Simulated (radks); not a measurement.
Values are calculated unless marked as measured or tabulated.
Q: Fe+, configuration [Ar] 3d7 (not the ground configuration). Level of theory: scalar-relativistic Kohn-Sham, PBEsol, spin-polarised, spherical densities, point nucleus; open shells are filled with parallel spins first (a radial shooting solver on a logarithmic mesh with Libxc functionals). Some entries of the table are withheld. Estimate them.

orbital,occ.,eigenvalue (eV),<1/r> (bohr^-1)
1s down,1,-6994.563,25.96
1s up,1,-6994.558,25.96
2s up,1,-821.4756,5.552
2s down,1,-820.1544,5.558
2p up,3,(1),5.449
2p down,3,(2),5.455
3s up,1,(3),(4)
3s down,1,(5),(6)
3p up,3,-64.3410,1.593
3p down,3,-61.4347,1.586
3d up,5,-12.4969,1.169
3d down,2,-9.9138,1.127

A: 
(1) 2p up eigenvalue (eV): -700.5545
(2) 2p down eigenvalue (eV): -699.5522
(3) 3s up eigenvalue (eV): -98.0225
(4) 3s up <1/r> (bohr^-1): 1.738
(5) 3s down eigenvalue (eV): -95.0665
(6) 3s down <1/r> (bohr^-1): 1.733
